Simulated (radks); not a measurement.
Spin polarisation of the 5p4 shell in Xe2+. Start: [Kr] 4d10 5s2 5p(up 2, down 2); electrons of 5p are moved from spin down to spin up, other shells keep equal spins. Method: non-relativistic Kohn-Sham, LDA (Slater exchange, Perdew-Wang correlation), spin-polarised, spherical densities, point nucleus; computed with a radial shooting solver on a logarithmic mesh with Libxc functionals.

[
 {"moment (Bohr magnetons)": "0", "E - E(0) (eV)": "0.000", "e(5p up) (eV)": "-26.735", "e(5p down) (eV)": "-26.735", "5s down minus up (eV)": "0.000", "4d down minus up (eV)": "0.000", "4p down minus up (eV)": "0.000"},
 {"moment (Bohr magnetons)": "0.5", "E - E(0) (eV)": "-0.041", "e(5p up) (eV)": "-26.895", "e(5p down) (eV)": "-26.565", "5s down minus up (eV)": "0.334", "4d down minus up (eV)": "0.074", "4p down minus up (eV)": "0.052"},
 {"moment (Bohr magnetons)": "1", "E - E(0) (eV)": "-0.165", "e(5p up) (eV)": "-27.045", "e(5p down) (eV)": "-26.383", "5s down minus up (eV)": "0.671", "4d down minus up (eV)": "0.148", "4p down minus up (eV)": "0.105"},
 {"moment (Bohr magnetons)": "1.5", "E - E(0) (eV)": "-0.373", "e(5p up) (eV)": "-27.187", "e(5p down) (eV)": "-26.188", "5s down minus up (eV)": "1.010", "4d down minus up (eV)": "0.222", "4p down minus up (eV)": "0.157"},
 {"moment (Bohr magnetons)": "2", "E - E(0) (eV)": "-0.665", "e(5p up) (eV)": "-27.320", "e(5p down) (eV)": "-25.979", "5s down minus up (eV)": "1.354", "4d down minus up (eV)": "0.296", "4p down minus up (eV)": "0.210"}
]

At moment 2 the spin-polarisation energy is -0.665 eV and the 5p exchange splitting 1.340 eV, that is 0.670 eV per Bohr magneton; E = -I m^2/4 would give I = 0.665 eV.
